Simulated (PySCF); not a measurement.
**Excited states of Mg²⁺ (magnesium, charge +2)**

Ground state [Ne], ¹S. Computed with PySCF 2.14 in aug-cc-pVTZ with one added diffuse shell each of s, p, d, f type (7s6p4d3f, 66 functions), with the non-relativistic Hamiltonian (point nucleus). Vertical excitation energies in eV without spin-orbit coupling; excited terms of each kind are numbered among those the solver found. Frozen: 1s2.

| term | leading excitation | EOM-EE-CCSD |
| --- | --- | --- |
| 1 3P° | 2p → s | 53.069 |
| 1 1P° | 2p → s | 53.665 |
| 1 3S | 2p → p | 58.256 |
| 1 3D | 2p → p | 59.078 |
| 1 1D | 2p → p | 59.329 |
| 1 3P | 2p → p | 59.515 |
| 1 1P | 2p → p | 59.516 |
| 1 1S | 2p → p | 61.649 |
| 2 3P° | 2p → d | 66.257 |
| 1 3F° | 2p → d | 66.406 |
| 1 1F° | 2p → d | 66.433 |
| 2 1P° | 2p → d | 66.503 |
| 1 1D° | 2p → d | 66.617 |
| 1 3D° | 2p → d | 66.623 |
| 2 3S | 2p → p | 69.561 |
| 2 1D | 2p → p | 69.887 |

The solver can miss terms. Rydberg members are limited by the diffuse functions of the basis.
